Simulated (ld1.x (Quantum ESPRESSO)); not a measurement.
# Transferability test, RRKJ potential for indium

ld1.x (Quantum ESPRESSO) 7.5 input, shortened:

```
&input
   title='In', zed=49., rel=1, dft='PBE', iswitch=3,
   config='[Kr] 4d10 5s1.5 5p1.5'
 /
 &inputp
   pseudotype=2, tm=.false., rho0=0.01, lloc=-2, rcloc=1.25,
   nlcc=.false.
 /
3
5S  1  0   1.50   0.00  1.90  1.90  0.0
5P  2  1   1.50   0.00  2.65  2.65  0.0
4D  3  2  10.00   0.00  0.95  0.95  0.0
 &test
   configts(1)='4d10 5s1.5 5p1.5'
 /
```

Energies are relative to the spin-unpolarised reference configuration 4d10 5s1.5 5p1.5; without spin polarisation the order of configurations can differ from experiment. Not all tests gave a result: 1 of 7 tests not solved or not reliable. Left out of the table: 4d10 5s2 5p1 (pseudo-atom not self-consistent, printed error -18.8 eV).

Q: Give the all-electron excitation energy and the error of the potential for: 4d10 5s2 5p0; 4d10 5s1 5p0; 4d10 5s0 5p3; 4d9 5s0 5p0; 4d9 5s2 5p2; 4d10 5s2 5p0.5.

A:

| valence configuration | charge | ΔE all-electron (eV) | error AE − PS (meV) |
| --- | --- | --- | --- |
| 4d10 5s2 5p0 | +1 | 2.479 | -2.3 |
| 4d10 5s1 5p0 | +2 | 21.713 | +11 |
| 4d10 5s0 5p3 | 0 | 9.063 | -0.4 |
| 4d9 5s0 5p0 | +4 | 106.423 | +245 |
| 4d9 5s2 5p2 | 0 | 15.422 | -160 |
| 4d10 5s2 5p0.5 | +0.5 | -0.944 | -1.0 |

Levels in the configuration 4d10 5s2 5p0.5:

```tsv
level	all-electron (eV)	pseudo (eV)
4d	-22.110	-22.081
5s	-11.394	-11.392
5p	-5.310	-5.311
```

Note: ghost state, extra bound levels that the all-electron valence spectrum of the same l lacks: s at -50.4 eV. A true bound ghost makes a file unfit for plane-wave use.
